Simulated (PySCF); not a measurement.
**Broadened absorption spectrum of C4H8O2Si2**

Species: C₄H₈O₂Si₂.
SMILES: `C#C[C@H]([SiH2][SiH3])C(=O)O`

Computed with TDDFT PBE0/def2-SVPD, vertical, gas phase, core orbitals frozen in the response in PySCF. The structure is a single GFN2-xTB conformer in the gas phase; no vibrational or solvent corrections. Torsions of this conformer, `[CH:1]#[C:2][C@H:3]([SiH2:4][SiH3:5])[C:6](=[O:7])[OH:8]`: C2–C3–Si4–Si5 -65°, C2–C3–C6–O7 60°, H–O8–C6–C3 -178°.

Broadening: Gaussians 0.5 eV wide at half height, area fixed by f = 4.319×10⁻⁹ ∫ε dν̃. The width is an assumption, not a result. The curve ends short of the highest state used, and states not computed would add to its high-energy end.

E (eV), ε (L mol⁻¹ cm⁻¹) and a bar:
```
     4.92          2 
     4.95          3 
     4.98          5 
     5.01          7 
     5.04         11 
     5.07         17 
     5.10         25 #
     5.14         41 #
     5.17         58 #
     5.20         81 ##
     5.23        110 ###
     5.26        147 ####
     5.29        192 #####
     5.32        247 ######
     5.35        310 ########
     5.39        409 ###########
     5.42        493 #############
     5.45        583 ###############
     5.48        676 ##################
     5.51        769 ####################
     5.54        859 #######################
     5.57        942 #########################
     5.61       1034 ###########################
     5.64       1086 #############################
     5.67       1120 ##############################
     5.70       1135 ##############################
     5.73       1129 ##############################
     5.76       1104 #############################
     5.79       1062 ############################
     5.82       1004 ###########################
     5.86        911 ########################
     5.89        834 ######################
     5.92        757 ####################
     5.95        683 ##################
     5.98        617 ################
     6.01        563 ###############
     6.04        525 ##############
     6.08        503 #############
     6.11        512 ##############
     6.14        544 ##############
     6.17        600 ################
     6.20        680 ##################
     6.23        785 #####################
     6.26        914 ########################
```

(1) Locate the maxima and give the states behind the curve.

(2) Does any computed singlet lie in the visible range?

(3) Coming from long wavelengths, where does ε first pass 100 L mol⁻¹ cm⁻¹?

(4) On this curve, what absorbance would a 10⁻³ mol/L sample give at 248 nm over a 1 cm path?

Results:

(1) 217 nm (5.71 eV), ε about 1100, made up of S1 (72%) and S2 (28%) (ε in L mol⁻¹ cm⁻¹; maxima over ε = 5, shares over 10%). At its high-energy end, 6.26 eV, the curve is still rising (ε about 910, from S3 and S4). The states used: S1 5.67 eV (f 0.015); S2 5.81 eV (f 0.0066); S3 6.37 eV (f 0.0045); S4 6.54 eV (f 0.022); S5 6.68 eV (f 0.0037); S6 6.72 eV (f 0.0086); S7 6.79 eV (f 0.013); S8 6.86 eV (f 0.043).

(2) No computed singlet lies in the visible range (380 to 750 nm); the lowest, at 219 nm, stands 2.40 eV above its violet end (3.26 eV).

(3) At about 237 nm (5.22 eV), 0.45 eV below S1.

(4) 248 nm is 4.999 eV, where ε is about 6.3 L mol⁻¹ cm⁻¹, so A = ε c l ≈ 0.0063 (Beer–Lambert, with the gas-phase spectrum and the assumed width).
